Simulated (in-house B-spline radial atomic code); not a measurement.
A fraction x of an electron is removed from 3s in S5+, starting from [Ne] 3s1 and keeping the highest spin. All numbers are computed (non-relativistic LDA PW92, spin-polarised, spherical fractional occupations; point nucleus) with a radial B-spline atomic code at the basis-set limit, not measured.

```
   x  E(x) - E(0) (eV)  3s up level (eV)
   0            0.0000           -81.726
0.04            3.2804           -82.294
0.17           14.0979           -84.127
0.33           27.7366           -86.349
0.45           38.1967           -87.980
 0.5           42.6125           -88.648
0.56           47.9550           -89.436
0.74           64.2587           -91.679
0.84           73.4833           -92.789
0.97           85.6215           -93.814
   1           88.4361                 -
```

The exact functional would give a straight line between the two integer points. Deviations E(x) - E(0) - x[E(1) - E(0)], in eV: -0.257 at x = 0.04, -0.936 at x = 0.17, -1.447 at x = 0.33, -1.6 at x = 0.45, -1.606 at x = 0.5, -1.569 at x = 0.56, -1.184 at x = 0.74, -0.803 at x = 0.84, -0.162 at x = 0.97.

The curve lies below the straight line by up to 1.606 eV (at x = 0.5): convex, the delocalisation error that favours fractional charges.

**Question.** How well does Slater's transition state (minus the level at half occupation) give the ionisation energy?

**Answer.** It gives 88.648 eV against 88.436 eV from the two total energies; NIST lists 88.05 eV, ground level to ground level.
